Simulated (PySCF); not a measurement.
Simulation results for H5OSi2, H3NSi2, Al2FH3O, BClFO

Computed with PySCF 2.14.0. Calculation on a computer-drawn molecule: the log of a Hartree-Fock and frozen-core CCSD(T) single point meant for a local Hartree-Fock minimum, with one planted fault or none, to be diagnosed. Offsets are logged minus clean, where the clean run is the same molecule without the fault. The reference is restricted for singlets and unrestricted otherwise, and also for a bond in bohr or an excited solution. Adding or removing an electron swaps singlet and doublet. The excited solution moves the top pair (singlet) or top alpha electron (doublet) to the lowest empty orbital. Highest occupied and lowest empty are orbital energies over both spins, largest force is the largest gradient component, triples share is (T) over the correlation energy, the T1 limit is 0.02 restricted and 0.045 unrestricted, electrons count all cores, a negative frequency is imaginary (commonest isotopes), and the dipole is about the centre of nuclear charge.

Common to all runs: meant multiplicity 1; logged SCF converged yes; possible faults no fault, one electron removed, one electron added, multiplicity raised by two, geometry at a saddle point, SCF held on an excited solution, minimal basis STO-3G, one bond length entered in bohr, all coordinates scaled.

(1) H5OSi2

Logged structure:
```xyz
8
H5OSi2
O      0.3230     1.3111    -0.8745
Si     0.8978     0.1214     0.0812
Si    -0.7749     0.5881     1.7527
H      0.6651     1.5575    -1.7259
H      2.2172     0.3550     0.6737
H      0.6943    -1.2463    -0.4033
H     -2.1316     0.0245     1.7256
H     -0.6111     1.5911     2.8141
```

* meant charge: 1
* meant basis: cc-pV(D+d)Z
* logged electrons: 40
* logged basis functions: 85
* logged spin squared: 0
* logged highest occupied: -11.819 eV
* logged lowest empty: -10.48 eV
* logged largest force: 0.095753 hartree/bohr
* logged CC converged: no
* logged dipole magnitude: 3.3449 debye
* logged SCF stable within its kind: no
* logged energy HF: -655.02056 hartree
* planted fault: SCF held on an excited solution
* HF energy offset from clean run: 232.1 kcal/mol

Drawn bonds:
```tsv
atom	other atom	order
1	2	1
2	3	1
1	4	1
2	5	1
2	6	1
3	7	1
3	8	1
```

Notes: CCSD not converged.

(2) H3NSi2

Logged structure:
```xyz
6
H3NSi2
Si     1.5479     1.1102     0.0169
N      0.2892     0.0170     0.2576
Si    -0.9585    -0.8634     0.5937
H      2.4115     0.2585    -0.9143
H     -1.0235    -1.7875     1.7359
H     -2.1974    -0.8626    -0.1985
```

- meant charge: 0
- meant basis: cc-pV(D+d)Z
- logged electrons: 38
- logged basis functions: 75
- logged spin squared: 0
- logged highest occupied: -7.7789 eV
- logged lowest empty: 1.4689 eV
- logged largest force: 7.674e-06 hartree/bohr
- logged lowest frequency: 135.13 cm⁻¹
- logged T1 diagnostic: 0.024005
- logged D1 diagnostic: 0.075412
- logged triples share: 0.037034
- logged CC converged: yes
- logged dipole magnitude: 3.7838 debye
- logged SCF stable within its kind: yes
- logged energy HF: -634.01306 hartree
- logged energy CCSD(T): -634.40825 hartree
- planted fault: no fault
- HF energy offset from clean run: 0 kcal/mol
- CCSD(T) energy offset from clean run: 0 kcal/mol

Drawn bonds:
```tsv
atom	other atom	order
1	2	1
2	3	2
1	4	1
3	5	1
3	6	1
```

Notes: T1 above single-reference limit.

(3) Al2FH3O

Logged structure:
```xyz
7
Al2FH3O
F      0.4097     1.7046     0.5279
Al    -1.2111     1.5596     0.8155
O     -1.9100     0.0540     0.6684
Al    -2.5170    -1.5092     0.4930
H     -2.0013     2.8443     1.2105
H     -3.0430    -1.9609    -0.9209
H     -2.5482    -2.4527     1.7534
```

- meant charge: 0
- meant basis: cc-pV(D+d)Z
- logged electrons: 45
- logged basis functions: 89
- logged spin squared: 0.8344
- logged highest occupied: -16.482 eV
- logged lowest empty: -9.5791 eV
- logged largest force: 0.075275 hartree/bohr
- logged T1 diagnostic: 0.042356
- logged D1 diagnostic: 0.24069
- logged triples share: 0.022829
- logged CC converged: yes
- logged dipole magnitude: 12.101 debye
- logged SCF stable within its kind: yes
- logged energy HF: -659.69476 hartree
- logged energy CCSD(T): -660.21656 hartree
- planted fault: one electron removed
- HF energy offset from clean run: 243.2 kcal/mol
- CCSD(T) energy offset from clean run: 250.5 kcal/mol

Drawn bonds:
```tsv
atom	other atom	order
1	2	1
2	3	1
3	4	1
2	5	1
4	6	1
4	7	1
```

(4) BClFO

Logged structure:
```xyz
4
BClFO
O     -0.5523     0.5155    -3.7563
B     -0.5105     1.6157    -3.1769
F      0.3839     3.9211    -4.0022
Cl    -1.1458     1.9073    -1.3897
```

* meant charge: -1
* meant basis: aug-cc-pV(D+d)Z
* logged electrons: 40
* logged basis functions: 101
* logged spin squared: 0
* logged highest occupied: -6.9997 eV
* logged lowest empty: 4.2245 eV
* logged largest force: 0.071749 hartree/bohr
* logged T1 diagnostic: 0.025062
* logged D1 diagnostic: 0.094822
* logged triples share: 0.036611
* logged CC converged: yes
* logged dipole magnitude: 7.0139 debye
* logged SCF stable within its kind: yes
* logged energy HF: -658.56894 hartree
* logged energy CCSD(T): -659.27153 hartree
* planted fault: one bond length entered in bohr, row 2 of the drawn bonds
* HF energy offset from clean run: 89.07 kcal/mol
* CCSD(T) energy offset from clean run: 73.58 kcal/mol

Drawn bonds:
```tsv
atom	other atom	order
1	2	1
2	3	1
2	4	1
```
